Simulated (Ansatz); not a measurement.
Cost and result up the ladder for Cs₃I₂ (5 atoms). Total charge 0; doublet. Geometry: PBE-D4/def2-SVP.

```xyz
5

Cs    2.437   -2.687    0.083
Cs    1.653    1.817    2.671
Cs   -2.340    0.504   -1.585
I    -1.349    2.862    0.966
I    -0.402   -2.496   -2.134
```

Ansatz on 4 threads of Arm Neoverse V2 on a shared host. Times are rough, and most runs start from the orbitals of an earlier one. ωB97X-V/def2-TZVP serves as the yardstick here, not as an exact answer. Differences are given only for rows in sets of like size (and for xTB, whose basis is part of the method), since another set adds its own error. Binding counts from free atoms at the same level (Cs doublet, I doublet; other spins of the atoms weren't run), without zero-point energy or a counterpoise term.

In the def2 sets Cs, I take a core potential; there is no spin–orbit coupling. Correlated methods freeze 8 core orbitals; core or outer-core shells of Cs, I are correlated, in sets that lack core-valence functions. The rows differ in basis, and correlated rows in double-zeta sets carry the largest basis error. Another isomer (doublet) lies 0.21 eV lower at PBE0-D4/def2-TZVP; other spin states weren't run for this one.

Correlated methods converge slowly with the basis, most of all in double-zeta sets.

```
                         level  functions  wall time  binding energy per atom (eV)  difference from ωB97X-V/def2-TZVP (eV)
               PBE-D4/def2-SVP        124      5.5 s                          1.76                                       –
                 MP2/def2-TZVP        187      6.5 s                          1.78                                   -0.07
PBE-D4/def2-TZVP (with forces)        187      8.5 s                          1.76                                   -0.08
              PBE0-D4/def2-SVP        124      8.5 s                          1.78                                       –
             PBE0-D4/def2-TZVP        187       12 s                          1.78                                   -0.06
            PBE-QIDH/def2-TZVP        187       18 s                          1.80                                   -0.05
           r2SCAN-D4/def2-TZVP        187       21 s                          1.82                                   -0.03
          r2SCANh-D4/def2-TZVP        187       24 s                          1.81                                   -0.03
             ωB97X-V/def2-TZVP        187       36 s                          1.85                                    0.00
              CCSD(T)/def2-SVP        124    3.1 min                          1.63                                       –
```
